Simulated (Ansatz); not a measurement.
Ansatz (an electronic-structure program) job for BeFBr, SMILES [F][Be][Br], PBE0-D3(BJ)/def2-TZVP. 

Ansatz 0.2 input:
```yaml
crystal:
  periodic: [false, false, false]
  atoms:
    - {symbol: Be, position_ang: [0.00000000, 0.00000000, -1.15706495]}
    - {symbol: F, position_ang: [0.00000000, 0.00000000, -2.52984030]}
    - {symbol: Br, position_ang: [0.00000000, 0.00000000, 0.78276636]}
basis:
  gaussian:
    orbitals: def2-TZVP
hamiltonian:
  xc: pbe0
  dispersion: d3bj
relax: {f_tol: 0.002, max_steps: 200}
```

Program output:

```
WARN ansatz: RAYON_NUM_THREADS=1 ignored (pool sized by the plan → 1); use --threads N
Functional definition: PBE0
integrals: 0.02 GiB planned
710 factors; their error is unknown
mean field: 0.26 GiB planned
mean field evaluation 1: about -73155.8093 eV, gradient 3.7e1 eV
mean field evaluation 2: about -73151.5413 eV, gradient 6.7e1 eV
mean field evaluation 4: about -73157.8602 eV, gradient 1.4e0 eV
mean field evaluation 8: about -73158.3124 eV, gradient 8.1e-2 eV
mean field -73158.31240735 eV, -2688.5183924849 hartree, gradient 1.5e-5 eV, S^2 0.000000; 0 other end points of the search recorded, 0 dependent functions left out
the calculation of the forces begins
reference -73158.31243608 eV, -2688.5183935407 hartree; 24, 24 occupied and 74, 74 virtual orbitals, 710 factors
relax step   1: F+E_penalty+E_count = -73158.34836098 eV  Δ(F+E_penalty+E_count) = +0.000e0 eV  max|allowed force component| = 3.735e-1 eV/Å  Δτ_max = 0.0000 Å  (25 SCF iters, accepted)
these checks for a lower state are left out or cut short: starts, cluster_reference, orbital_swaps, neighbouring_geometries, increment
integrals: 0.02 GiB planned
710 factors; their error is unknown
mean field: 0.26 GiB planned
mean field evaluation 16: about -73157.8658 eV, gradient 7.0e-1 eV
mean field -73158.31525651 eV, -2688.5184971896 hartree, gradient 1.1e-5 eV, S^2 0.000000; 0 other end points of the search recorded, 0 dependent functions left out
the calculation of the forces begins
reference -73158.31528540 eV, -2688.5184982511 hartree; 24, 24 occupied and 74, 74 virtual orbitals, 710 factors
relax step   2: F+E_penalty+E_count = -73158.35115341 eV  Δ(F+E_penalty+E_count) = -2.792e-3 eV  max|allowed force component| = 1.456e-1 eV/Å  Δτ_max = 0.0082 Å  (31 SCF iters, accepted)
these checks for a lower state are left out or cut short: starts, cluster_reference, orbital_swaps, neighbouring_geometries, increment
integrals: 0.02 GiB planned
710 factors; their error is unknown
mean field: 0.26 GiB planned
mean field -73158.31569446 eV, -2688.5185132841 hartree, gradient 1.1e-5 eV, S^2 0.000000; 0 other end points of the search recorded, 0 dependent functions left out
the calculation of the forces begins
reference -73158.31572344 eV, -2688.5185143489 hartree; 24, 24 occupied and 74, 74 virtual orbitals, 710 factors
relax step   3: F+E_penalty+E_count = -73158.35156201 eV  Δ(F+E_penalty+E_count) = -4.086e-4 eV  max|allowed force component| = 1.080e-2 eV/Å  Δτ_max = 0.0043 Å  (31 SCF iters, accepted)
these checks for a lower state are left out or cut short: starts, cluster_reference, orbital_swaps, neighbouring_geometries, increment
integrals: 0.02 GiB planned
710 factors; their error is unknown
mean field: 0.26 GiB planned
mean field evaluation 32: about -73157.8665 eV, gradient 4.0e-1 eV
mean field -73158.31569530 eV, -2688.5185133147 hartree, gradient 1.1e-5 eV, S^2 0.000000; 0 other end points of the search recorded, 0 dependent functions left out
the calculation of the forces begins
reference -73158.31572427 eV, -2688.5185143796 hartree; 24, 24 occupied and 74, 74 virtual orbitals, 710 factors
relax step   4: F+E_penalty+E_count = -73158.35156332 eV  Δ(F+E_penalty+E_count) = -1.316e-6 eV  max|allowed force component| = 2.258e-3 eV/Å  Δτ_max = 0.0001 Å  (32 SCF iters, accepted)
these checks for a lower state are left out or cut short: starts, cluster_reference, orbital_swaps, neighbouring_geometries, increment
integrals: 0.02 GiB planned
710 factors; their error is unknown
mean field: 0.26 GiB planned
mean field -73158.31569503 eV, -2688.5185133049 hartree, gradient 1.1e-5 eV, S^2 0.000000; 0 other end points of the search recorded, 0 dependent functions left out
the calculation of the forces begins
reference -73158.31572400 eV, -2688.5185143697 hartree; 24, 24 occupied and 74, 74 virtual orbitals, 710 factors
relax step   5: F+E_penalty+E_count = -73158.35156340 eV  Δ(F+E_penalty+E_count) = -7.323e-8 eV  max|allowed force component| = 1.187e-6 eV/Å  Δτ_max = 0.0000 Å  (32 SCF iters, accepted)
integrals: 0.02 GiB planned
710 factors; their error is unknown
mean field: 0.26 GiB planned
mean field evaluation 64: about -73158.3157 eV, gradient 1.0e-3 eV
mean field -73158.31569503 eV, -2688.5185133049 hartree, gradient 1.1e-5 eV, S^2 0.000000; 1 other end points of the search recorded, 0 dependent functions left out
the calculation of the forces begins
reference -73158.31572400 eV, -2688.5185143697 hartree; 24, 24 occupied and 74, 74 virtual orbitals, 710 factors
Total energy: -73158.35159237 eV, -2688.5198325079 hartree
Atom 0 at    -0.000000    -0.000000    -1.164193 Å, force    -0.000000     0.000000     0.000001 eV/Å
Atom 1 at     0.000000     0.000000    -2.535176 Å, force     0.000000    -0.000000    -0.000001 eV/Å
Atom 2 at     0.000000     0.000000     0.795230 Å, force     0.000000     0.000000    -0.000000 eV/Å
Dipole moment:     0.000000    -0.000000     0.066758 e Å
```

The run converged.

Cost: roughly 9 core-seconds.
